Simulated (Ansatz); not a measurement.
Cost and result up the ladder for Li₃Br₃ (the lowest singlet isomer of a short search) (6 atoms). Charge 0, multiplicity 1. Geometry: PBE0-D4/def2-SVP.

```xyz
6

Li   -1.309    0.296    1.477
Li   -0.132    1.069   -1.680
Li    1.441   -1.366    0.203
Br   -1.859    1.754   -0.263
Br    0.171   -1.375    2.163
Br    1.688   -0.378   -1.900
```

Ansatz on 4 threads of Arm Neoverse V1 on a shared host. Times are rough, and most runs start from the orbitals of an earlier one. ωB97X-V/def2-TZVP serves as the yardstick here, not as an exact answer. Differences are given only for rows in sets of like size (and for xTB, whose basis is part of the method), since another set adds its own error. Binding counts from free atoms at the same level (Li doublet, Br doublet; other spins of the atoms weren't run), without zero-point energy or a counterpoise term.

The 6-31G sets use Cartesian d functions. B3LYP takes the VWN-RPA correlation. Correlated methods freeze 27 core orbitals; core or outer-core shells of Li, Br are correlated, in sets that lack core-valence functions. The rows differ in basis, and correlated rows in double-zeta sets carry the largest basis error. The structure comes from a short search, and lower isomers may exist.

Correlated methods converge slowly with the basis, most of all in double-zeta sets.

| level | functions | binding energy per atom (eV) | difference from ωB97X-V/def2-TZVP (eV) |
| --- | --- | --- | --- |
| PBE-D4/def2-TZVP | 186 | 2.76 | -0.03 |
| PBE0-D4/def2-TZVP | 186 | 2.76 | -0.03 |
| B3LYP-D4/6-31G | 114 | 2.67 | – |
| CCSD(T)/def2-SVP | 123 | 2.69 | – |
| r2SCAN-D4/def2-TZVPD | 222 | 2.81 | 0.02 |
| LDA (SPW92)/def2-TZVP | 186 | 3.01 | 0.21 |
| HF/6-31G | 114 | 2.14 | – |
| ωB97X-V/def2-TZVP | 186 | 2.79 | 0.00 |
| r2SCANh-D4/def2-TZVP | 186 | 2.80 | 0.01 |
| RPA@PBE/def2-TZVP | 186 | 2.45 | -0.34 |
| MP2/def2-TZVP | 186 | 2.77 | -0.02 |
| HF/STO-3G | 69 | 3.03 | – |
| CAM-B3LYP-D4/def2-TZVP | 186 | 2.79 | 0.00 |
| r2SCAN-D4/def2-TZVP (with forces) | 186 | 2.81 | 0.02 |

**Question.** Estimate how long each takes.

**Answer.** HF/STO-3G 0.35 s; HF/6-31G 1.1 s; LDA (SPW92)/def2-TZVP 1.2 s; PBE-D4/def2-TZVP 2.3 s; B3LYP-D4/6-31G 2.4 s; MP2/def2-TZVP 3.1 s; PBE0-D4/def2-TZVP 4.2 s; RPA@PBE/def2-TZVP 4.7 s; CAM-B3LYP-D4/def2-TZVP 4.9 s; r2SCAN-D4/def2-TZVP (with forces) 6 s; r2SCANh-D4/def2-TZVP 7 s; r2SCAN-D4/def2-TZVPD 7.5 s; ωB97X-V/def2-TZVP 11 s; CCSD(T)/def2-SVP 18 s. On shared hardware such times vary by a factor of up to 3.
